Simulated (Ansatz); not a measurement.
Reaction (formal exchange of groups at a Ga–C bond): `[NH2][GaH][CH2]F` + `C=N` → `N=[CH][GaH][NH2]` + fluoromethane

Isolated molecules relaxed with PBE0-D4/def2-TZVP in Ansatz; ΔE leaves out vibrations. CCSD(T)/CBS adds triple-zeta CCSD(T) − MP2 to the extrapolated MP2 energy (def2 sets, frozen cores). This one scheme is used for every species. DFT in def2-TZVPP. For Ga outer-core shells are correlated without core-valence functions, which leaves a few kJ/mol of doubt a bond. Scalar relativity is left out up to krypton. One conformer a species, not always the lowest.

`[NH2][GaH][CH2]F`:

Z-matrix (Å, degrees):
```
C
Ga 1 1.989
F 1 1.393 2 111.3
H 1 1.096 2 111.3 3 -120.3
H 1 1.096 2 111.3 3 120.3
N 2 1.816 1 116.3 3 180.0
H 2 1.559 1 126.0 3 -0.1
H 6 1.006 2 125.0 1 -0.0
H 6 1.006 2 123.4 1 179.9
```

`C=N`:

Z-matrix (Å, degrees):
```
C
N 1 1.261
H 1 1.096 2 124.9
H 1 1.092 2 118.8 3 -180.0
H 2 1.021 1 111.0 3 -0.0
```

`N=[CH][GaH][NH2]`:

```xyz
9

N    -0.388    1.644    0.607
C    -0.552    0.498    1.132
Ga    0.047   -1.057    0.050
N     0.743   -0.554   -1.538
H    -0.718    2.396    1.219
H    -1.002    0.387    2.131
H    -0.032   -2.568    0.436
H     0.796    0.419   -1.792
H     1.108   -1.165   -2.246
```

`CF`:

```xyz
5

C    -0.053   -0.009    0.029
F     1.135    0.197   -0.636
H    -0.307    0.892    0.593
H     0.063   -0.854    0.713
H    -0.837   -0.225   -0.699
```

```tsv
level	ΔE (kJ/mol)	difference from CCSD(T)/CBS
PBE-D4	-13.3	1.6
r2SCAN-D4	-14.3	0.6
PBE0-D4	-14.0	0.9
ωB97X-V	-13.4	1.5
ωB97M-V	-12.9	2.0
B2PLYP	-14.5	0.4
r2SCAN	-13.9	1.0
PBE0	-12.7	2.2
MP2/def2-TZVPP	-17.9	-3.0
SCS-MP2/def2-TZVPP	-17.5	-2.6
CCSD/def2-TZVPP	-15.5	-0.6
CCSD(T)/def2-TZVPP	-16.4	-1.5
SCS-MP2/def2-QZVPP	-16.6	-1.7
HF/CBS(def2)	-15.3	-0.4
MP2/CBS(def2)	-16.4	-1.5
CCSD/CBS(def2)	-14.0	0.9
CCSD(T)/CBS	-14.9	0
```

Largest T1 diagnostic among the species: 0.014.
